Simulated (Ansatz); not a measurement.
Geometry optimisation, RKS PBE0/def2-SVP in Ansatz 0.2.0.

Input file:

```yaml
crystal:
  periodic: [false, false, false]
  atoms:
    - { symbol: Hf, position_ang: [0.0, 0.0, 0.0] }
    - { symbol: Cl, position_ang: [0.0, 0.0, 2.87] }
    - { symbol: Cl, position_ang: [2.3764, 0.0, -0.8392] }
    - { symbol: "N", position_ang: [-1.0409, 1.8034, -0.7359] }
    - { symbol: H, position_ang: [-2.061, 1.7482, -1.0186] }
    - { symbol: H, position_ang: [-0.5204, 2.7241, -0.8065] }
    - { symbol: Cl, position_ang: [-1.1869, -2.0563, -0.8392] }
    - { symbol: O, position_ang: [1.237, -1.8784, 0.7473] }
    - { symbol: H, position_ang: [0.6706, -2.7104, 0.6628] }
    - { symbol: H, position_ang: [0.8649, -1.3134, 2.002] }
basis:
  gaussian: { orbitals: def2-SVP }
hamiltonian:
  xc: pbe0
relax:
  f_tol: 0.15
  max_steps: 25
  restrain:
    - { distance: [0, 7], at: 2.07, k: 30.0 }
    - { distance: [9, 1], at: 1.37, k: 30.0 }
    - { distance: [0, 1], at: 3.72, k: 30.0 }
    - { distance: [9, 7], at: 2.21, k: 30.0 }
```

Launched with:

```bash
$ ansatz run input.yaml --threads 4 --pin off --max-ram 5120MiB --backend cpu --events-out ev --progress --plain --runs-dir out
```

Question: Where does it end, and by what steps?

Answer: The forces met the threshold. The restraints hold the end off the free minimum. After 19 steps the energy has fallen by 2.718 eV (the restraints' own energy left out); Cl7 moved furthest, 2.07 Å. Parted: Hf1–Cl2 (2.87 → 3.72 Å). Joined: Cl2–H10 (1.80 → 1.33 Å).

| step | energy less start (eV) | largest force component (eV/Å) | accepted |
| --- | --- | --- | --- |
| 0 | 0.0000 | 3.491 | yes |
| 1 | 0.3446 | 2.366 | yes |
| 2 | 0.2063 | 1.871 | yes |
| 3 | -0.5059 | 1.123 | yes |
| 4 | -1.2035 | 1.015 | yes |
| 5 | -1.6178 | 1.124 | yes |
| 6 | -1.8925 | 1.035 | yes |
| 7 | -2.1307 | 1.026 | yes |
| 8 | -2.2891 | 1.146 | yes |
| 9 | -2.4060 | 1.010 | yes |
| 10 | -2.4685 | 1.071 | yes |
| 11 | -2.4766 | 1.661 | yes |
| 12 | -2.5494 | 1.363 | yes |
| 13 | -2.5909 | 1.392 | yes |
| 14 | -2.6329 | 1.387 | yes |
| 15 | -2.6955 | 1.183 | yes |
| 16 | -2.7101 | 1.168 | yes |
| 17 | -2.7195 | 1.094 | yes |
| 18 | -2.6974 | 1.103 | no |
| 19 | -2.7175 | 1.141 | yes |

```xyz
10
Properties=species:S:1:pos:R:3
Hf 0.253 -0.432 -0.658
Cl 1.013 0.706 2.802
Cl 2.435 0.383 -1.071
N -1.027 1.070 -0.333
H -1.540 1.246 0.530
H -1.196 1.843 -0.976
Cl -0.426 -1.455 -2.668
O 0.124 -1.754 0.865
H -0.021 -2.703 0.918
H 0.726 -0.587 2.634
```

Run time: 57 s on 4 threads of Arm Neoverse V2, on a shared host, peak memory 0.38 GiB.
